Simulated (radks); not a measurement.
Results of a calculation; reference values are marked as such.
Radial electron density D(r) = 4 pi r^2 rho(r) of an atom or ion with 66 electrons. Code: a radial shooting solver on a logarithmic mesh with Libxc functionals. Model: non-relativistic Kohn-Sham, BLYP, spin-polarised, spherical densities, point nucleus.

r (bohr),D(r) (e/bohr),spin D(r)
0.003609,20.84,0.00000863
0.004236,26.43,0.0000109
0.004931,32.69,0.0000135
0.005787,40.23,0.0000165
0.006791,48.58,0.0000199
0.007905,56.94,0.0000233
0.009277,65.63,0.0000268
0.0108,73.14,0.0000298
0.01267,79.41,0.0000327
0.01475,83.12,0.0000349
0.01731,84.21,0.0000369
0.02016,82.72,0.0000391
0.02365,79.51,0.0000417
0.02754,76.66,0.0000438
0.03232,76.22,0.0000414
0.03762,80.04,0.0000261
0.04415,88.91,-0.0000177
0.05181,100.7,-0.0000945
0.06031,110.5,-0.000151
0.07078,114.7,0.0000281
0.0824,110.7,0.00101
0.09669,100.7,0.00438
0.1126,92.00,0.0126
0.1321,90.18,0.0319
0.1538,95.87,0.0684
0.1805,102.0,0.138
0.2101,98.38,0.245
0.2465,81.47,0.412
0.2893,59.87,0.632
0.3368,47.33,0.870
0.3953,47.47,1.11
0.4601,53.36,1.26
0.54,54.27,1.30
0.6286,46.20,1.22
0.7377,32.96,1.04
0.8588,22.15,0.825
1.008,15.45,0.601
1.173,12.28,0.410
1.377,9.891,0.244
1.603,7.401,0.130
1.881,4.739,0.0554
2.207,2.663,0.0190
2.57,1.489,0.00593
3.016,0.9231,0.00191
3.511,0.7147,0.000678
4.12,0.5847,-0.000299
4.796,0.4445,-0.000992
5.628,0.2827,-0.00119
6.552,0.1526,-0.000936
7.689,0.06401,-0.000530
8.951,0.02230,-0.000235
10.5,0.005645,-0.0000745
12.23,0.001157,-0.0000187
14.35,0.0001563,-0.00000308

What is the nuclear charge?

Answer. Z = 66. The innermost maximum, from 1s, lies near 1/Z = 0.0152 bohr (found: 0.0169), and its height grows with Z. The density is that of neutral dysprosium in [Xe] 4f(up 5.5, down 4.5) 6s2; the configuration itself is not fixed sharply by these data, and Z only to a few units. D(r) has 4 maxima, at r = 0.0169, 0.0708, 0.186, 0.507 bohr, and minima at 0.0306, 0.126, 0.362 bohr, inside which lie 1.97, 11.44, 29.62 electrons.
